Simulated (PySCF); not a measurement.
SMILES CS/C=C/C=C/Cl, C5H7ClS

Molfile (atoms numbered from 1):
```
C5H7ClS
     RDKit          3D

 14 13  0  0  0  0  0  0  0  0999 V2000
   -2.0239   -0.4784   -0.3517 C   0  0  0  0  0  0  0  0  0  0  0  0
   -1.7329    1.2175    0.1705 S   0  0  0  0  0  0  0  0  0  0  0  0
   -0.0021    1.3230    0.1775 C   0  0  0  0  0  0  0  0  0  0  0  0
    0.9145    0.3794   -0.1263 C   0  0  0  0  0  0  0  0  0  0  0  0
    2.3375    0.6290   -0.0708 C   0  0  0  0  0  0  0  0  0  0  0  0
    3.2660   -0.2936   -0.3678 C   0  0  0  0  0  0  0  0  0  0  0  0
    4.9581    0.0183   -0.2971 Cl  0  0  0  0  0  0  0  0  0  0  0  0
   -1.6139   -0.6618   -1.3560 H   0  0  0  0  0  0  0  0  0  0  0  0
   -3.1137   -0.6098   -0.3809 H   0  0  0  0  0  0  0  0  0  0  0  0
   -1.5956   -1.1953    0.3645 H   0  0  0  0  0  0  0  0  0  0  0  0
    0.3303    2.3224    0.4805 H   0  0  0  0  0  0  0  0  0  0  0  0
    0.5974   -0.6228   -0.4299 H   0  0  0  0  0  0  0  0  0  0  0  0
    2.6700    1.6277    0.2312 H   0  0  0  0  0  0  0  0  0  0  0  0
    3.0189   -1.3123   -0.6771 H   0  0  0  0  0  0  0  0  0  0  0  0
  1  2  1  0
  2  3  1  0
  3  4  2  0
  4  5  1  0
  5  6  2  0
  6  7  1  0
  1  8  1  0
  1  9  1  0
  1 10  1  0
  3 11  1  0
  4 12  1  0
  5 13  1  0
  6 14  1  0
M  END
```

Computed, not measured: TDDFT CAM-B3LYP/aug-cc-pVDZ excited states, vertical, gas phase in PySCF. Geometry: PBE0-D3(BJ)/def2-SVP.

Singlets 5 and 6 lie within 0.01 eV of each other, so their separate moments and overlaps can depend on how they mix.

**Question.** Give the one- and two-photon strengths of the lowest singlets.

**Answer.** δ for parallel linear polarisation; σ at the peak of a Lorentzian of half width 0.1 eV, single beam; Ω is circular over linear.
| state | E (eV) | f | photon λ (nm) | δ (au) | σ (GM) | Ω | main |
| --- | --- | --- | --- | --- | --- | --- | --- |
| S1 | 4.79 | 0.894 | 517 | 361 | 3.03 | 0.75 | HOMO→LUMO 0.97 |
| S2 | 4.95 | 0.000 | 501 | 20.3 | 0.18 | 1.50 | HOMO→LUMO+1 0.83 |
| S3 | 5.28 | 0.002 | 470 | 33.4 | 0.34 | 1.50 | HOMO→LUMO+2 0.81 |
| S4 | 5.54 | 0.001 | 447 | 43 | 0.48 | 1.50 | HOMO→LUMO+3 0.62, HOMO→LUMO+10 0.10 |
| S5 | 5.84 | 0.005 | 425 | 65.2 | 0.81 | 1.44 | HOMO→LUMO+5 0.42, HOMO→LUMO+7 0.22 |
| S6 | 5.84 | 0.005 | 424 | 485 | 6.06 | 0.85 | HOMO→LUMO+4 0.71, HOMO→LUMO+8 0.20 |

Among these, the strongest one-photon state is S1, the strongest two-photon state S6, with a dipole change of 5.5 D (relaxed, norm of the difference vector).
